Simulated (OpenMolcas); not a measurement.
**TiHCl3O: a line through the functionals**

TiHCl3O: 6 atoms, total charge 0, spin state singlet. As SMILES, `Cl[Ti](Cl)(Cl)O`. The coordinates come from a PBE0-D4/def2-TZVP relaxation.

The HOMO–LUMO gap y, in eV, basis def2-SVP; a is the functional's share of exact exchange. Programs: OpenMolcas 26.06.

```
functional     program     a  y (eV)
      TPSS  OpenMolcas     0    3.86
    revPBE  OpenMolcas     0    3.75
     B3LYP  OpenMolcas   0.2    5.37
      PBE0  OpenMolcas  0.25       ?
     BHLYP  OpenMolcas   0.5    8.04
```

Q: Fit y = c + s·a to the known rows and predict PBE0.

A: 
1. Means of the 4 rows: a = 0.1750, y = 5.255.
2. Σ(Δa)² = 0.1675, Σ(Δa·Δy) = 1.4155, so the slope is 1.4155/0.1675 = 8.4507.
3. Intercept: 5.255 − (8.4507) × 0.1750 = 3.776. The largest residual of the fit is 0.096.
4. PBE0: 3.776 + (8.4507) × 0.25 = 5.89 eV.

The run gave 5.86 eV, so the prediction is off by +0.03 eV, within the largest residual. Exact exchange lowers occupied levels and raises empty ones. The rows mix families of semi-local functionals, which the line can't see.
